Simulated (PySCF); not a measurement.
Choosing a molecule for a target property.

Species are written as SMILES; each is one conformer at its optimised geometry, gas phase, non-relativistic unless stated; the electronic structure was computed with PySCF and density fitting.

Dipoles, sizes and rotational constants follow the conformer. The torsions of the flexible species, by atom-mapped SMILES:
- `[CH3:1][CH:2]([CH3:3])[P@@H:4](=[O:5])[CH2:6][C:7]#[N:8]`: C1–C2–P4–O5 61°, C2–P4–C6–C7 46°
- `[Cl:1][C:2]([Cl:3])([Cl:4])[SiH:5]1[NH:6][SiH2:7][NH:8]1`: Cl1–C2–Si5–N6 168°
- `[CH3:1][CH2:2][n:3]1[n:4][cH:5][cH:6][c:7]1[F:8]`: C1–C2–N3–N4 95°
- `[F:1][SiH2:2][Si@:3]1([F:4])[O:5][SiH2:6][SiH2:7]1`: F1–Si2–Si3–F4 -95°

Task: Wanted: static isotropic polarisability above 100 au (CAM-B3LYP/def2-SVPD) and lowest triplet excitation (Tamm–Dancoff) above 4.5 eV (TDA CAM-B3LYP/def2-SVPD), at GFN2-xTB geometries. Which candidate meets both?
A. `C(#N)C[P@@H](C(C)C)=O`
B. `CCN1N=CC=C1F`
C. `[SiH2]([Si@]1(F)O[SiH2][SiH2]1)F`
D. `ClC(Cl)([SiH]1N[SiH2]N1)Cl`

Result: D. Computed values:
```
                         species  static isotropic polarisability  lowest triplet excitation (Tamm–Dancoff)
                    CCN1N=CC=C1F                          70.7 au                                   4.76 eV
           C(#N)C[P@@H](C(C)C)=O                          87.4 au                                   6.33 eV
[SiH2]([Si@]1(F)O[SiH2][SiH2]1)F                         110.7 au                                   4.19 eV
      ClC(Cl)([SiH]1N[SiH2]N1)Cl                         112.6 au                                   5.47 eV
```

Task: Wanted: HOMO energy between -9.3 eV and -8.9 eV (CAM-B3LYP/def2-SVPD) and smallest rotational constant below 1.2 GHz (GFN2-xTB), at GFN2-xTB geometries. Which candidate meets both?
A. `Cc1ccncp1`
B. `F[SiH2][Si@]1(F)O[SiH2][SiH2]1`
C. `C(Cl)(Cl)(Cl)[SiH]1N[SiH2]N1`
D. `[P@@H](CC#N)(=O)C(C)C`

Result: B. Computed values:
| species | HOMO energy | smallest rotational constant |
| --- | --- | --- |
| [P@@H](CC#N)(=O)C(C)C | -9.60 eV | 1.021 GHz |
| F[SiH2][Si@]1(F)O[SiH2][SiH2]1 | -9.04 eV | 0.681 GHz |
| C(Cl)(Cl)(Cl)[SiH]1N[SiH2]N1 | -8.85 eV | 0.574 GHz |
| Cc1ccncp1 | -8.40 eV | 1.460 GHz |

Task: Wanted: lowest singlet excitation between 6 eV and 7 eV (TDDFT CAM-B3LYP/def2-SVPD) and HOMO–LUMO gap above 8.6 eV (CAM-B3LYP/def2-SVPD), at GFN2-xTB geometries. Which candidate meets both?
A. `CC(C)[P@@H](=O)CC#N`
B. `ClC(Cl)(Cl)[SiH]1N[SiH2]N1`
C. `CC1=PC=NC=C1`
D. `CCN1N=CC=C1F`
E. `[SiH2]1[SiH2]O[Si@@]1(F)[SiH2]F`

Result: D. Computed values:
| species | lowest singlet excitation | HOMO–LUMO gap |
| --- | --- | --- |
| CC1=PC=NC=C1 | 4.03 eV | 7.74 eV |
| [SiH2]1[SiH2]O[Si@@]1(F)[SiH2]F | 5.08 eV | 8.08 eV |
| ClC(Cl)(Cl)[SiH]1N[SiH2]N1 | 5.74 eV | 9.11 eV |
| CCN1N=CC=C1F | 6.81 eV | 9.69 eV |
| CC(C)[P@@H](=O)CC#N | 7.32 eV | 10.50 eV |
